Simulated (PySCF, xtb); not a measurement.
H₃Ti, SMILES [TiH3+] (connectivity only; charge and spin as stated), charge +1, multiplicity 1.

GFN2-xTB (xtb) at its own geometry gives an orbital gap of 1.43 eV.

Geometry optimised at ωB97X-D3(BJ)/def2-TZVPD. The multiplicity is an assumed one; other spin states were not compared.

**Question.** What does CAM-B3LYP/def2-TZVPD (PySCF) give? (Estimate from the structure and the level; the computed values follow.)

**Answer.** gap 5.06 eV (levels -12.57 and -7.51 eV).
